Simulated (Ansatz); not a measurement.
Sn₄Ge⁻. Charge -1, multiplicity 2. Geometry r2SCAN-D4/def2-SVPD; atoms count from 1.

```xyz
5

Ge   -0.476    0.456    0.874
Sn    1.484   -1.319   -0.288
Sn    1.902    0.478    1.908
Sn   -0.244    0.219   -2.015
Sn   -2.666    0.166   -0.479
```

In the def2 sets Sn takes a core potential; there is no spin–orbit coupling. Another isomer (doublet) lies 0.88 eV lower at PBE0-D4/def2-TZVPD; other spin states weren't run for this one.

Problem. Estimate the Mulliken populations from the PBE0/def2-TZVPD orbitals of Ansatz.

Solution. 
```json
{"atom": "Ge1", "charge (e)": "-0.27", "spin (α − β)": "-0.20"}
{"atom": "Sn2", "charge (e)": "-0.16", "spin (α − β)": "0.09"}
{"atom": "Sn3", "charge (e)": "-0.20", "spin (α − β)": "0.51"}
{"atom": "Sn4", "charge (e)": "-0.18", "spin (α − β)": "0.12"}
{"atom": "Sn5", "charge (e)": "-0.19", "spin (α − β)": "0.48"}
```
Mulliken values depend strongly on the basis. With diffuse functions, as here, like atoms can get unlike values, and bond orders can come out too low or too high.

Problem. Where does the spin sit?

Solution. Summed by element: Ge -0.20, Sn 1.20, of 1 unpaired in all. Largest on single atoms: Sn3 0.51, Sn5 0.48, Ge1 -0.20.

Problem. And the Mayer bond orders between heavy atoms (over 0.3)?

Solution. Ge1–Sn2 0.66 (2.89 Å); Ge1–Sn3 1.04 (2.59 Å); Ge1–Sn4 0.64 (2.91 Å); Ge1–Sn5 1.03 (2.59 Å); Sn2–Sn3 1.04 (2.87 Å); Sn2–Sn4 0.85 (2.89 Å); Sn4–Sn5 1.05 (2.87 Å).
